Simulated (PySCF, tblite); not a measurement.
C₅H₃FOP₂.
Geometry (GFN2-xTB, Å), atoms numbered from 1 in this order:
```xyz
12
C5H3FOP2 angstrom
O     -2.345   -1.973   -0.329
C     -2.059   -0.815   -0.139
C     -0.668   -0.379   -0.066
P      0.434   -1.731   -0.284
C      1.976   -0.959   -0.152
P      2.453    0.682    0.114
C      0.931    1.507    0.243
C     -0.323    0.952    0.152
F     -1.354    1.821    0.292
H     -2.831   -0.039   -0.013
H      2.814   -1.641   -0.259
H      0.973    2.575    0.416
```

Method used: CAM-B3LYP/def2-SVPD in PySCF (dipole) on a GFN2-xTB geometry, gas phase.

Masses are those of the commonest isotopes; rigid-rotor values at the optimised geometry. The values belong to one conformer with, in the numbering `[O:1]=[CH:2][c:3]1[p:4][cH:5][p:6][cH:7][c:8]1[F:9]`, O1–C2–C3–P4 0°.

**Question.** Give the principal moments of inertia and the rotational constants in MHz.

**Answer.** Ia = 273.79, Ib = 473.65, Ic = 747.44 u·Å²; 505379 MHz·u·Å²/I gives A = 1846, B = 1067, C = 676.1 MHz.

**Question.** What kind of rotor is it?

**Answer.** An asymmetric top; Ray's κ = -0.332.

**Question.** What does the inertial defect say?

**Answer.** Planar: Δ = Ic − Ia − Ib = 0.00 u·Å². For a rigid frame Δ = −2 Σ m c², so it vanishes when all atoms lie in the ab plane; here none is more than 0.01 Å from it.

**Question.** Where do the levels up to J = 4 lie, in MHz?

**Answer.** Above 0(0,0):
J = 1: 1(0,1) 1743, 1(1,1) 2522, 1(1,0) 2913
J = 2: 2(0,2) 5115, 2(1,2) 5617, 2(1,1) 6790, 2(2,1) 9127, 2(2,0) 9241
J = 3: 3(0,3) 9940, 3(1,3) 10197, 3(1,2) 12520, 3(2,2) 14356, 3(2,1) 14875, 3(3,1) 19291, 3(3,0) 19313
J = 4: 4(0,4) 16100, 4(1,4) 16211, 4(1,3) 19974, 4(2,3) 21238, 4(2,2) 22565, 4(3,2) 26441, 4(3,1) 26586, 4(4,1) 33111, 4(4,0) 33114
Those of J = 1 are B + C, A + C and A + B.

**Question.** Which lines would a microwave search look for?

**Answer.** The dipole components are |μa| = 2.82 D, |μb| = 0.97 D, |μc| = 0.00 D; the mirror of this Cs structure is the ab plane, so μc vanishes by symmetry and there are no c-type lines. Intensities carry the squares of the components, which stand as 1.00 : 0.12 (a : b). Some lines, for components of 0.1 D or more:

| type | branch | J(Ka,Kc) | MHz | lower level (cm⁻¹) |
| --- | --- | --- | --- | --- |
| a | Q | 1(1,0) ← 1(1,1) | 391 | 0.084 |
| b | Q | 1(1,0) ← 1(0,1) | 1170 | 0.058 |
| a | Q | 2(1,1) ← 2(1,2) | 1173 | 0.187 |
| b | Q | 2(1,1) ← 2(0,2) | 1675 | 0.171 |
| a | R | 1(0,1) ← 0(0,0) | 1743 | 0.000 |
| b | Q | 2(2,0) ← 2(1,1) | 2451 | 0.226 |
| b | R | 1(1,1) ← 0(0,0) | 2522 | 0.000 |
| b | R | 2(0,2) ← 1(1,1) | 2593 | 0.084 |
| a | R | 2(1,2) ← 1(1,1) | 3095 | 0.084 |
| a | R | 2(0,2) ← 1(0,1) | 3372 | 0.058 |
| b | Q | 2(2,1) ← 2(1,2) | 3509 | 0.187 |
| b | R | 2(1,2) ← 1(0,1) | 3874 | 0.058 |
| a | R | 2(1,1) ← 1(1,0) | 3877 | 0.097 |
| b | R | 2(2,1) ← 1(1,0) | 6214 | 0.097 |
| b | R | 2(2,0) ← 1(1,1) | 6719 | 0.084 |

Its GFN2-xTB frequencies are all real (lowest 68 cm⁻¹). Constants of a rigid frame at the computed geometry: no zero-point averaging, no centrifugal distortion.
